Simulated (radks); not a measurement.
The numbers below are computed, except where a source is named.
Question: The mean radii <r> (bohr) of the occupied orbitals of an atom or ion are listed with their occupations. Code: a radial shooting solver on a logarithmic mesh with Libxc functionals. Model: Dirac Kohn-Sham, XLYP, spin-unpolarised, spherical densities, point nucleus.

orbital  occ.      <r>
1s1/2       2  0.02274
2s1/2       2  0.09648
2p1/2       2  0.08072
2p3/2       4  0.08735
3s1/2       2   0.2545
3p1/2       2   0.2442
3p3/2       4   0.2569
3d3/2       4   0.2286
3d5/2       6   0.2326
4s1/2       2   0.5792
4p1/2       2   0.5934
4p3/2       4   0.6224
4d3/2       4   0.6653
4d5/2       6   0.6757
5s1/2       2    1.409
5p1/2       2    1.588
5p3/2       4    1.682
4f5/2       6   0.9922

Name the element and its charge. Open shells, if any, fill j = l - 1/2 first.

Answer: Z = 62, samarium, charge +2: Sm2+ in [Xe] 4f6. The 1s radius gives Z: for a bare nucleus <r> = (2 gamma + 1)/(2Z) with gamma = sqrt(1 - (Z/c)^2), 0.02245 bohr for Z = 62, and screening makes it slightly larger (0.02274 here). The occupations add up to 60, and the charge is Z minus that.
